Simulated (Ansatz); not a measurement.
Species: C$_{2}$H$_{6}$Cl$_{3}$GeN, charge 0, multiplicity 1. 
Geometry from a B3LYP-D3(BJ)/def2-TZVP (Ansatz, an electronic-structure program) optimisation:
SMILES: C[N](C)[Ge]([Cl])([Cl])[Cl]
```xyz
13

C     -2.5512     0.5739     0.3041
N     -1.5760    -0.4086    -0.1566
C     -1.9292    -1.7812     0.1893
Ge     0.1767     0.0497    -0.0624
Cl     0.4540     1.9805    -0.9523
Cl     0.9519     0.1560     1.9575
Cl     1.3478    -1.4038    -1.1173
H     -2.6825     0.5604     1.3938
H     -3.5175     0.3548    -0.1579
H     -2.2552     1.5769     0.0006
H     -2.0239    -1.9333     1.2722
H     -1.1849    -2.4758    -0.1969
H     -2.8888    -2.0257    -0.2739
```
Charge 0, spin multiplicity 1.

Parts of the frozen-core correlation energy in STO-3G (Ansatz, hartree). Frozen orbitals: 32; correlated occupied orbitals by spin: 22 and 22; virtual: 12 and 12. No spin-orbit coupling. Non-relativistic.

| term | value |
|---|---|
| reference (HF) | -3547.74459 |
| MP2 opposite-spin | -0.16788 |
| MP2 same-spin | -0.02634 |
| CCSD correlation | -0.24909 |
| (T) | -0.00380 |
| T1 diagnostic | 0.008 |
| largest doubles amplitude | 0.035 |
